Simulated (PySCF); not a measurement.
Gas-phase reaction: 4 InF + 2 SF₄ = 4 InF₃ + S₂. Level: PBE0/def2-TZVP; standard pressure 1 bar.

Computed with PySCF and rigid-rotor harmonic-oscillator thermochemistry at 1 bar. S°(298 K) at PBE0/def2-TZVP differs from the NASA 1993 table for SF₄ (-5 J/mol/K); whether the harmonic model or the table's entry is off was not settled. Open shells (unrestricted): S₂ (multiplicity 3); the rest are closed-shell singlets. In: scalar-relativistic def2 core potential, no spin-orbit coupling. The harmonic model lacks anharmonicity and excited electronic states, which grow with temperature; levels with a mode under 35 cm⁻¹ are left out.

| T (K) | 1000/T (1/K) | log10 K |
|---|---|---|
| 800 | 1.2500 | 19.20 |
| 1000 | 1.0000 | 14.84 |
| 1200 | 0.8333 | ? |
| 1400 | 0.7143 | 9.88 |
| 1600 | 0.6250 | 8.34 |
| 1800 | 0.5556 | 7.15 |

**Question.** Fit log10 K = a + b·(1000/T) to the five rows, get the mean ΔH° and ΔS°, and predict log10 K at 1200 K.

**Answer.** Means: 1000/T = 0.8290, log10 K = 11.882. Sums of products about the means: Sxy = 5.83262, Sxx = 0.336002, so b = Sxy/Sxx = 17.36 and a = 11.882 − (17.36)×0.8290 = -2.51.
ΔH° = −R ln 10 × 1000 K × b = −19.145 × (17.36) = -332 kJ; ΔS° = R ln 10 × a = -48 J/K. The run's own values go from -335 kJ and -51 J/K at 800 K to -328 kJ and -45 J/K at 1800 K.
Prediction at 1200 K: -2.51 + (17.36)×0.8333 = 11.96. The computed value is 11.94, 0.02 from the line.
For scale, ΔH°(298 K) is -342 kJ at this level, -363 kJ at ωB97M-V/def2-TZVP†, and runs from -817 to 787 kJ over the 18 levels computed († marks an energy on the PBE0/def2-TZVP geometry).
